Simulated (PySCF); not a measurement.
Isomers of C4H7F3Si, one conformer each; single-point electronic energies without zero-point terms and without any empirical dispersion term.

Level: PBE0/pcSseg-1 in PySCF, non-relativistic, each on one gas-phase PBE0-D3(BJ)/def2-SVP geometry that isn't relaxed in the solvent. The solvent is an IEF-PCM continuum (cavity from Bondi-type radii × 1.2). The model holds no explicit solvent molecules, cavitation or dispersion.

```csv
isomer,"relative energy, gas (kcal/mol)",dipole (D)
`C(F)(F)(F)[C@@H]1[Si@H](C)C1`,0.0,2.77
`FC(F)(F)/C=C/C[SiH3]`,4.7,2.94
`FC(F)(F)/C=C\C[SiH3]`,6.6,2.44
`C=CC[SiH2]C(F)(F)F`,9.1,2.19
`FC(F)(F)C[C@H]1C[SiH2]1`,10.9,2.26
`[SiH2]1[C@H](C(F)F)C[C@H]1F`,14.9,2.36
`FC(F)[C@@H]1C[C@H](F)[SiH2]1`,16.6,2.99
`[C@@H]1(C)C[Si@@H]1C(F)(F)F`,17.1,2.25
```

Question: How do the relative energies look in cyclohexane (ε = 2.017)?

Answer: 
```csv
isomer,"relative energy, solvent (kcal/mol)",E(solvent) − E(gas) (kcal/mol),dipole in solvent (D)
`C(F)(F)(F)[C@@H]1[Si@H](C)C1`,0.0,-1.3,3.00
`FC(F)(F)/C=C/C[SiH3]`,4.6,-1.4,3.20
`FC(F)(F)/C=C\C[SiH3]`,6.7,-1.2,2.68
`C=CC[SiH2]C(F)(F)F`,9.2,-1.2,2.31
`FC(F)(F)C[C@H]1C[SiH2]1`,11.0,-1.2,2.41
`[SiH2]1[C@H](C(F)F)C[C@H]1F`,14.4,-1.8,2.60
`FC(F)[C@@H]1C[C@H](F)[SiH2]1`,16.0,-1.9,3.27
`[C@@H]1(C)C[Si@@H]1C(F)(F)F`,17.5,-0.9,2.44
```

The order is unchanged. Conformers: `[F:1][C:2]([F:3])([F:4])/[CH:5]=[CH:6]/[CH2:7][SiH3:8]` with C5–C6–C7–Si8 -104°; `[F:1][C:2]([F:3])([F:4])/[CH:5]=[CH:6]\[CH2:7][SiH3:8]` with C5–C6–C7–Si8 101°; `[CH2:1]=[CH:2][CH2:3][SiH2:4][C:5]([F:6])([F:7])[F:8]` with C1–C2–C3–Si4 -102°, C2–C3–Si4–C5 -176°; `[F:1][C:2]([F:3])([F:4])[CH2:5][C@H:6]1[CH2:7][SiH2:8]1` with C2–C5–C6–C7 -162°; `[F:1][CH:2]([F:3])[C@@H:4]1[CH2:5][C@@H:6]([F:7])[SiH2:8]1` with F1–C2–C4–C5 -58°, C2–C4–C5–C6 -93°, C4–C5–C6–F7 -146°, C5–C6–Si8–C4 19°, C2–C4–Si8–C6 96°; `[F:1][CH:2]([F:3])[C@@H:4]1[CH2:5][C@H:6]([F:7])[SiH2:8]1` with F1–C2–C4–C5 -69°, C2–C4–C5–C6 -93°, C4–C5–C6–F7 86°, C5–C6–Si8–C4 19°, C2–C4–Si8–C6 95°. The gains span 1.0 kcal/mol, the gas-phase energies 17.1 kcal/mol.
